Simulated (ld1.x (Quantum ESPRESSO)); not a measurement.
# Reading a pseudo-wave (Ho)

Columns: radius, all-electron u(r) and pseudo u(r) of the 5p shell (level -36.13 eV) of holmium in the configuration [Kr] 4d10 4f11 5s2 5p6 5d0 6s0.5 6p0; PBE, scalar-relativistic, RRKJ scheme, ld1.x (Quantum ESPRESSO) 7.5.

```
r (bohr)  all-electron   pseudo
   0.125       -0.2184  -0.0217
   0.250       -0.0569  -0.0845
   0.375        0.4152  -0.1816
   0.500        0.4109  -0.3026
   0.625        0.1047  -0.4351
   0.750       -0.2585  -0.5662
   0.875       -0.5596  -0.6840
   1.000       -0.7662  -0.7792
   1.125       -0.8841  -0.8455
   1.250       -0.9316  -0.8802
   1.375       -0.9280  -0.8843
   1.500       -0.8903  -0.8612
   1.625       -0.8316  -0.8164
   1.750       -0.7616  -0.7562
   1.875       -0.6871  -0.6871
   2.000       -0.6128  -0.6146
   2.125       -0.5415  -0.5431
   2.250       -0.4750  -0.4758
   2.375       -0.4142  -0.4143
   2.500       -0.3594  -0.3594
   2.625       -0.3105  -0.3105
   2.750       -0.2673  -0.2673
   2.875       -0.2294  -0.2294
   3.000       -0.1963  -0.1963
   3.125       -0.1677  -0.1677
   3.250       -0.1428  -0.1428
```

Task: How many radial nodes do the two functions have?

Result: The all-electron 5p function has n − l − 1 = 3 (the table is too coarse to show those close to the nucleus); the pseudo-wave has 0, since the states of the same l below it are removed with the core.

Task: At about which radius was the pseudo-wave matched?

Result: 2.50 bohr, where the columns begin to agree (steps of 0.12 bohr).

Task: Is the pseudo-wave norm-conserving?

Result: Yes: the RRKJ scheme keeps the norm inside the radius equal to the all-electron one, which fixes the energy derivative of the logarithmic derivative at the level.
